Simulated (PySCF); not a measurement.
# How well do the runs reproduce experiment for bromine monochloride?

**The experiment to reproduce.**

From NIST CCCBDB Release 22 (SRD 101), experimental dipoles, for the gas: dipole moment (microwave Stark effect, vibrational ground state) 0.519 ± 0.004 D.

Liu, Meijer, Perez-Rios, Phys. Chem. Chem. Phys. 22 (2020) 24191 lists, for the gas: dipole moment 0.519 D.

The runs below try to reproduce these values; the comparison stands at the end.

Compound: bromine monochloride, BrCl.
Numbering: `[Cl:1][Br:2]`

Cartesian coordinates in Å at the PBE0-D3(BJ)/def2-SVP level; atoms count from 1:
```xyz
2
BrCl angstrom
Cl     1.089   -0.066    0.020
Br    -1.073    0.038   -0.032
```

Runs made with PySCF (gas phase, on this PBE0-D3(BJ)/def2-SVP geometry; no spin–orbit coupling):

```tsv
level	job	basis functions	wall time
PBE0-D3(BJ)/def2-SVP, grid level 1	geometry optimisation from a GFN2-xTB start shaken at random	50	2.9 s
```

Hardware: one thread of an AMD EPYC 7R43, shared host.

## Comparison

**Dipole moment.** Measured: 0.519 D (NIST CCCBDB Release 22 (SRD 101), experimental dipoles) and 0.519 D (Liu, Meijer, Perez-Rios, Phys. Chem. Chem. Phys. 22 (2020) 24191). Differences are taken against the first.

```tsv
level	computed (D)	computed − measured (D)	% (from the printed values)
PBE0-D3(BJ)/def2-SVP	0.546	+0.027	+5
```

The computed dipoles belong to one fixed geometry; measured ones are averaged over vibrations unless marked μe. Magnitudes are compared, not signs.

The geometry is computed, not the measured one. Where a level misses, the cause wasn't examined.
